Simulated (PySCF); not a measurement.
Cartesian coordinates in Å; atom numbers follow the order of the lines, from 1:
```xyz
18

C     3.097   -0.971    0.252
C     2.049   -0.224   -0.079
C     0.666   -0.556    0.224
P     0.289   -2.028    1.086
C    -1.441   -1.903    1.161
C    -2.154   -0.855    0.630
N    -1.651    0.192   -0.004
C    -0.352    0.330   -0.191
O     0.047    1.437   -0.849
C    -0.969    2.326   -1.266
H     2.981   -1.902    0.786
H     4.101   -0.676    0.003
H     2.190    0.705   -0.613
H    -1.974   -2.703    1.657
H    -3.236   -0.837    0.711
H    -0.457    3.145   -1.767
H    -1.660    1.830   -1.951
H    -1.535    2.696   -0.408
```

Relativity neglected, isolated molecule, single conformer, fast rotation and ring inversion assumed for equivalent nuclei. GFN2-xTB structure; shieldings: GIAO PBE0/pcSseg-1; PySCF 2.14.0 with density-fitted response routines.

Referencing at the same level of theory: TMS for 13C (σ = 186.93 ppm) and 1H (σ = 31.72 ppm); H3PO4 for 31P (σ = 318.38 ppm); 15N (σ = 267.73 ppm) vs NH3; H2O for 17O (σ = 336.08 ppm).

| atoms | nucleus | count | δ (ppm) |
| --- | --- | --- | --- |
| H16/H17/H18 | 1H | 3 | 4.15 |
| C3 | 13C | 1 | 156.6 |
| N7 | 15N | 1 | ? |
| H12 | 1H | 1 | 5.67 |
| C5 | 13C | 1 | ? |
| C1 | 13C | 1 | ? |
| H11 | 1H | 1 | 7.25 |
| O9 | 17O | 1 | 134.4 |
| H15 | 1H | 1 | ? |
| H14 | 1H | 1 | ? |
| P4 | 31P | 1 | 262.1 |
| C10 | 13C | 1 | 55.8 |
| C2 | 13C | 1 | 140.3 |
| C6 | 13C | 1 | 154.8 |
| H13 | 1H | 1 | 7.78 |
| C8 | 13C | 1 | 166.8 |

Question: Fill in the missing shifts.

Answer: 
- C5: 144.7 ppm, aromatic CH
- C1: 120.5 ppm, terminal =CH2 carbon; an sp2 carbon of a C=C bond
- H15: 8.73 ppm, hydrogen on an aromatic CH next to a ring nitrogen; ring current plus the neighbouring ring nitrogen
- H14: 8.24 ppm, hydrogen on an aromatic CH; ring-current deshielding
- N7: 311.3 ppm, pyridine-type ring nitrogen

Shifts are as computed. Against solution values, carbons near 30 ppm lie about +3 ppm off and those near 130 ppm about +5 ppm. Of 1211 compounds with measured shifts, 218 miss one by over three times the rms of a fit or turn the order of signals round; such compounds aren't used in these exercises. Experimental scales use liquid or dissolved standards, which lie at an offset from isolated NH3 (liquid NH3: subtract about 20 ppm) and H2O (liquid H2O: subtract about 36 ppm) and H3PO4. Unscaled 15N shifts of sp2 nitrogen come out 20 to 40 ppm too high even then.
